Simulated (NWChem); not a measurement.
Program: NWChem. System: H2BCl, charge 0, spin multiplicity 1, at a geometry optimised with PBE0/def2-SVP. The structure started from a generated list of species. Level: G0W0@PBE/def2-QZVP, RI basis def2-qzvp-rifit.

The NWChem input:

```
start mol
memory heap 200 mb stack 700 mb global 1700 mb
geometry units angstroms nocenter noautoz
  B      0.000000     0.000000     1.183901
  H     -1.060130     0.000000     1.752480
  H      1.060130     0.000000     1.752480
  Cl     0.000000     0.000000    -0.554380
  symmetry group C2v
end
basis spherical
  * library def2-qzvp
end
basis "ri basis" bse spherical
  * library def2-qzvp-rifit
end
dft
  xc xpbe96 cpbe96
  iterations 100
  direct
  tolerances tight
end
task dft energy
gw
  method cdgw
  states alpha occ 4 vir 2
end
task dft gw
```

NWChem printed:

```
             Northwest Computational Chemistry Package (NWChem) 7.3.0
             --------------------------------------------------------

                                NWChem Input Module
                                -------------------

 Scaling coordinates for geometry "geometry" by  1.889725989
 (inverse scale =  0.529177249)

 Turning off AUTOSYM since
 SYMMETRY directive was detected!

                             Geometry "geometry" -> ""
                             -------------------------

 Output coordinates in angstroms (scale by  1.889725989 to convert to a.u.)

  No.       Tag          Charge          X              Y              Z
 ---- ---------------- ---------- -------------- -------------- --------------
    1 B                    5.0000     0.00000000     0.00000000     1.18390100
    2 H                    1.0000    -1.06013000     0.00000000     1.75248000
    3 H                    1.0000     1.06013000     0.00000000     1.75248000
    4 Cl                  17.0000     0.00000000     0.00000000    -0.55438000

 Effective nuclear repulsion energy (a.u.)      37.6114870690

            Nuclear Dipole moment (a.u.)
            ----------------------------
        X                 Y               Z
 ---------------- ---------------- ----------------
     0.0000000000     0.0000000000     0.0000094486

      Symmetry information
      --------------------

 Group name             C2v
 Group number             16
 Group order               4
 No. of unique centers     3

      Symmetry unique atoms

     1    2    4


 Summary of "ao basis" -> "" (spherical)
 ------------------------------------------------------------------------------
       Tag                 Description            Shells   Functions and Types
 ---------------- ------------------------------  ------  ---------------------
 *                         def2-qzvp                  on all atoms

 new library libraries.bse/

 Summary of "ri basis" -> "" (spherical)
 ------------------------------------------------------------------------------
       Tag                 Description            Shells   Functions and Types
 ---------------- ------------------------------  ------  ---------------------
 *                      def2-qzvp-rifit               on all atoms

  pbe96 is a nonlocal functional; adding pw91lda local functional.

                                 NWChem DFT Module
                                 -----------------

 Summary of "ao basis" -> "ao basis" (spherical)
 ------------------------------------------------------------------------------
       Tag                 Description            Shells   Functions and Types
 ---------------- ------------------------------  ------  ---------------------
 B                         def2-qzvp                17       57   7s4p3d2f1g
 H                         def2-qzvp                10       30   4s3p2d1f
 Cl                        def2-qzvp                22       70   9s6p4d2f1g

 Summary of "ao basis" -> "ao basis" (spherical)
 ------------------------------------------------------------------------------
       Tag                 Description            Shells   Functions and Types
 ---------------- ------------------------------  ------  ---------------------
 B                         def2-qzvp                17       57   7s4p3d2f1g
 H                         def2-qzvp                10       30   4s3p2d1f
 Cl                        def2-qzvp                22       70   9s6p4d2f1g
[...]
   Bfn.  Coefficient  Atom+Function         Bfn.  Coefficient  Atom+Function
  ----- ------------  ---------------      ----- ------------  ---------------
   139      0.354731  4 Cl px               136      0.335306  4 Cl px
   127     -0.233840  4 Cl px               142      0.174161  4 Cl px
    60      0.141738  2 H  s                 90     -0.141738  3 H  s
   133      0.130655  4 Cl px                 8     -0.129960  1 B  px
    59      0.116057  2 H  s                 89     -0.116057  3 H  s

 Vector   13  Occ=0.000000D+00  E=-1.064535D-01  Symmetry=b2
              MO Center= -7.2D-16, -2.9D-16,  9.7D-01, r^2= 2.4D+00
   Bfn.  Coefficient  Atom+Function         Bfn.  Coefficient  Atom+Function
  ----- ------------  ---------------      ----- ------------  ---------------
    15      0.373026  1 B  py                12      0.294926  1 B  py
     9      0.285263  1 B  py                18      0.240613  1 B  py
   143     -0.233013  4 Cl py               137     -0.177935  4 Cl py
   140     -0.166991  4 Cl py               128      0.111617  4 Cl py
   134     -0.063152  4 Cl py               161      0.062506  4 Cl d -1

 Vector   14  Occ=0.000000D+00  E= 2.171203D-02  Symmetry=a1
              MO Center=  1.1D-15,  1.4D-15,  2.8D-01, r^2= 7.5D+00
   Bfn.  Coefficient  Atom+Function         Bfn.  Coefficient  Atom+Function
  ----- ------------  ---------------      ----- ------------  ---------------
   126      1.980325  4 Cl s                 19      1.068818  1 B  pz
     7     -1.048696  1 B  s                  6     -0.831989  1 B  s
   144      0.814028  4 Cl pz                16      0.670391  1 B  pz
   141      0.467332  4 Cl pz                13      0.289661  1 B  pz
   124      0.238332  4 Cl s                 32     -0.193171  1 B  d  0

 Vector   15  Occ=0.000000D+00  E= 4.309663D-02  Symmetry=a1
              MO Center= -1.0D-12,  1.2D-15,  1.4D+00, r^2= 6.4D+00
   Bfn.  Coefficient  Atom+Function         Bfn.  Coefficient  Atom+Function
  ----- ------------  ---------------      ----- ------------  ---------------
   126      2.243835  4 Cl s                 16      1.772650  1 B  pz
    61     -1.498281  2 H  s                 91     -1.498281  3 H  s
   141      0.706695  4 Cl pz                32     -0.575586  1 B  d  0
   144      0.567752  4 Cl pz               162      0.387706  4 Cl d  0
    19      0.271199  1 B  pz                 5      0.267651  1 B  s

 center of mass
 --------------
 x =   0.00000000 y =   0.00000000 z =  -0.11102437

 moments of inertia (a.u.)
 ------------------
         114.998584917760           0.000000000000           0.000000000000
           0.000000000000         123.088259343312           0.000000000000
           0.000000000000           0.000000000000           8.089674425553

     Multipole analysis of the density
     ---------------------------------

     L   x y z        total         alpha         beta         nuclear
     -   - - -        -----         -----         ----         -------
     0   0 0 0     -0.000000    -12.000000    -12.000000     24.000000

     1   1 0 0     -0.000000     -0.000000     -0.000000      0.000000
     1   0 1 0      0.000000      0.000000      0.000000      0.000000
     1   0 0 1      0.163923      0.081957      0.081957      0.000009

     2   2 0 0    -15.359112    -11.692988    -11.692988      8.026864
     2   1 1 0      0.000000      0.000000      0.000000      0.000000
     2   1 0 1     -0.000000     -0.000000     -0.000000      0.000000
     2   0 2 0    -14.213370     -7.106685     -7.106685      0.000000
     2   0 1 1      0.000000      0.000000      0.000000      0.000000
     2   0 0 2    -14.598822    -40.108943    -40.108943     65.619065

 Task  times  cpu:       35.3s     wall:       35.3s

                                NWChem Input Module
                                -------------------

                                 NWChem GW Module
                                 ----------------

                             ***********************
                             ***        GW       ***
                             ***********************

 Summary of "ri basis" -> "ri basis" (spherical)
 ------------------------------------------------------------------------------
       Tag                 Description            Shells   Functions and Types
 ---------------- ------------------------------  ------  ---------------------
 B                      def2-qzvp-rifit             33      141   9s8p7d5f3g1h
 H                      def2-qzvp-rifit             16       56   6s4p3d2f1g
 Cl                     def2-qzvp-rifit             41      167   12s10p9d6f3g1h

                 Memory Information
                 ------------------
          Available GA per process is          1699.7 MBs
          Available stack per process is        700.0 MBs
          Available heap per process is           0.0 MBs

          Peak memory in Initialization
              Peak GA per process is                 10.2 MBs
              Peak stack per process is               0.5 MBs
              Peak heap per process is               10.6 MBs
              Memory not in MA per process            0.0 MBs

          Peak memory in CDGW Calculation
              Peak GA per process is                 13.0 MBs
              Peak stack per process is               2.7 MBs
              Peak heap per process is                3.4 MBs
              Memory not in MA per process            0.0 MBs

          Computing 2-center integrals
          Computing Inverse Cholesky factor
          Computing 3-center integrals
          Computing Vxc

          Computing Sigma_x
          Computing W(iw) on the imaginary grid
          Solving quasiparticle equations

                  Alpha Orbitals
          State     Energy (eV)     Error (eV)
          -----------------------------------
@GW         9        -13.348           0.002
@GW        10        -13.727           0.002
@GW        11        -12.427           0.004
@GW        12        -11.149           0.003
@GW        13         -0.013           0.002
@GW        14          2.771           0.002

     GW Timing Statistics
   ------------------------
   Init.   :          0.1s
     ERIs  :          2.1s
     Distr.:          0.0s
     Vxc   :          0.1s
   Vmo     :          0.0s
   iW      :          2.4s
   I_n     :          0.0s
   R_n     :          0.4s
   GW total:          5.2s

 Task  times  cpu:        5.2s     wall:        5.2s

 Total times  cpu:       40.6s     wall:       40.6s
```
